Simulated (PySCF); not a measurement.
Work out the structure from these simulated measurements.

Elements present: C, F, H, N and Si. Monoisotopic mass: 139.0105 u.

| Property | Result |
| --- | --- |
| Triplet | lowest triplet excitation (Tamm–Dancoff): 5.42 eV [TDA wB97X-D/def2-SVPD] |
| NMR, other nuclei | isotropic shieldings of nuclei other than C and H, by class: 248 (1 N), 348 (1 F), 318 (1 Si), 411 (1 Si), 476 (1 Si) ppm [GIAO PBE0/pcSseg-1] |
| 13C NMR | chemical shifts (computed TMS as zero) by class: 8.1 (1 C) ppm [GIAO PBE0/pcSseg-1] |
| Dipole | 1.30 D [wB97X-D/def2-SVPD] |
| Polarisability | 99.1 au [wB97X-D/def2-SVPD] |
| UV, first state | lowest singlet excitation: 5.82 eV (213 nm, f = 0.011) [TDDFT wB97X-D/def2-SVPD] |
| Rotational structure | rotational constants A, B, C: 1.930, 1.243, 0.986 GHz [GFN2-xTB] |

Gas-phase values; electronic properties from PySCF, density fitting. Levels stand in brackets. Geometry: GFN2-xTB, one conformer, isolated molecule. NMR classes are plain means over equivalent atoms (diastereotopic ones count apart unless rotation or inversion swaps them), as if these changed places fast.

Problem. Which formula fits the mass and the elements?

Solution. CH10FNSi3 (calculated 139.0105). No other formula that holds each of these elements comes within 0.0003 u with a fitting electron parity and a possible valence count.

Problem. Give a SMILES that accounts for the data.

Solution. Numbering: `[CH3:1][Si@@:2]([F:3])([SiH3:4])[NH:5][SiH3:6]`. Its formula, CH10FNSi3, gives 0 degrees of unsaturation, so no ring and no π bond. The one carbon: Si-methyl carbon [C1] (8.1 ppm). The other shieldings belong to: 248 ppm, nitrogen bridging silicon atoms [N5]; 348 ppm, silicon-bound fluorine [F3]; 318 ppm, fluorine-bound silicon [Si2]; 411 ppm, SiH3 silicon [Si6]; 476 ppm, SiH3 silicon [Si4]. The optimised geometry has point group C1 and is an asymmetric top. Structure: `C[Si@@](F)([SiH3])N[SiH3]`. Computed isomers that give other values at the same levels: `CN[SiH2][SiH2][SiH2]F` (13C chemical shifts (computed TMS as zero) by class: 35.9 (1 C) ppm); `C[Si@H](F)N([SiH3])[SiH3]` (13C chemical shifts (computed TMS as zero) by class: 1.6 (1 C) ppm); `N[SiH2][SiH2][C@@H](F)[SiH3]` (static isotropic polarisability: 105.2 au). The assignments are read from this structure; whether some other isomer fits the data as well wasn't checked. The mirror image fits equally.

Shape of the structure used: `[CH3:1][Si@@:2]([F:3])([SiH3:4])[NH:5][SiH3:6]`: C1–Si2–N5–Si6 -87°.
